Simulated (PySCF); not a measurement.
## UHF on O²⁺ (oxygen, charge +2)

Configuration: [He] 2s1 2p3, high-spin 5S determinant (an excited configuration). Computed with PySCF 2.14 in dyall-av2z (11s7p2d, 42 functions), with the non-relativistic Hamiltonian (point nucleus).

```
Total energy                                     : -72.902013 hartree
One-electron energy                              : -92.3771 hartree
Hartree (Coulomb) energy                         : 27.1284 hartree
Exchange energy                                  : -7.6532 hartree
Kinetic energy                                   : 72.89754 hartree
⟨S²⟩                                             : 6.0000
⟨L²⟩                                             : 0.000
Sum of ⟨r⟩                                       : 4.361 bohr
Sum of ⟨r²⟩                                      : 4.899 bohr²
Density at the nucleus (Gaussians lack the cusp) : 296 bohr⁻³
Spin density at the nucleus                      : 9.09 bohr⁻³
Langevin diamagnetic susceptibility              : -3.88 ×10⁻⁶ cm³/mol
```

| shell | electrons | mean orbital energy (hartree) | rms radius, mean of both spins (bohr) |
| --- | --- | --- | --- |
| 1s α | 1 | -22.28356 | 0.231 |
| 1s β | 1 | -22.04005 | 0.231 |
| 2s α | 1 | -2.82894 | 1.10 |
| 2p α | 3 | -2.09145 | 1.09 |

Spin-orbit constants ζ (cm⁻¹) from the X2C one-electron operator on these orbitals (non-relativistic here): bare nucleus, nucleus screened by l(l+1)(2l+1)/3 electrons, and screened by the Breit-Pauli mean field of the electrons.

```tsv
shell	bare	screened nucleus	mean field
2p	325.5	244.1	212.3
```
